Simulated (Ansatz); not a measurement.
The cluster Al2P2⁺. Total charge 1; doublet. Geometry B3LYP-D4/def2-TZVP, basis def2-TZVP, Ansatz.

```tsv
atom	x (Å)	y (Å)	z (Å)
Al1	1.077	0.448	0.354
Al2	-1.077	-0.448	-0.353
P3	0.900	-1.561	-0.762
P4	-0.900	1.561	0.761
```

```json
{"run": "A", "HOMO (eV)": "-10.45", "LUMO (eV)": "-9.90"}
{"run": "B", "HOMO (eV)": "-11.74", "LUMO (eV)": "-9.18"}
{"run": "C", "HOMO (eV)": "-10.77", "LUMO (eV)": "-9.83"}
{"run": "D", "HOMO (eV)": "-11.48", "LUMO (eV)": "-9.21"}
```

Another isomer (doublet) lies 1.06 eV lower at PBE0-D4/def2-TZVP; other spin states weren't run for this one.

HOMO and LUMO are taken over both spins.

Task: The runs used PBE, PBE0, r2SCAN, r2SCAN0. Estimate which is which.

Result: A PBE (0 % exact exchange); B r2SCAN0 (25 % exact exchange); C r2SCAN (0 % exact exchange); D PBE0 (25 % exact exchange). Exact exchange lowers occupied and raises empty levels; among semilocal functionals meta-GGAs tend to open the gap a little, and such runs are hard to tell apart. The gap grows from 0.55 eV (PBE) to 2.55 eV (r2SCAN0).
